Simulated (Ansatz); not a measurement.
Molecule: WO2F, net charge 0, doublet state. SMILES of the parent species: [O]=[W](=[O])[F]
Geometry: optimised at B3LYP-D3(BJ)/def2-TZVP (Ansatz, a program for electronic structure).

Property: size of the dipole moment, in D. Terms: 6-31G* and kin with 6d, 5d where marked; UHF or UKS for open shells; LANL2DZ with its own core potentials from Na on; def2 sets with scalar-relativistic core potentials past Kr; spin-orbit terms left out; dispersion terms only where a functional's name holds one. Ab initio and DFT rows: single points at B3LYP-D3(BJ) geometries (Ansatz). The spin state of an ion or metal species was assumed, not searched.

```
level                              program  size of the dipole moment (D)
---------------------------------  -------  -----------------------------
SVWN5/6-31G* with LANL2DZ past Ar   Ansatz                           1.85
PBE/LANL2DZ                         Ansatz                           1.93
PBE/def2-SVP                        Ansatz                           2.05
PBE/6-31G* with LANL2DZ past Ar     Ansatz                           1.85
BLYP/6-31G* with LANL2DZ past Ar    Ansatz                           1.85
B3LYP/LANL2DZ                       Ansatz                           2.14
B3LYP/def2-SVP                      Ansatz                           2.25
B3LYP/6-31G* with LANL2DZ past Ar   Ansatz                           2.04
PBE0/6-31G* with LANL2DZ past Ar    Ansatz                           2.09
```

No value to compare with is used here. The 9 habitual levels span 1.85 (PBE/6-31G* with LANL2DZ past Ar) to 2.25 D (B3LYP/def2-SVP).

The levels are drawn from those run, B3LYP/6-31G* more often than the rest, none by its result; runs whose electronic state is in doubt are left out.
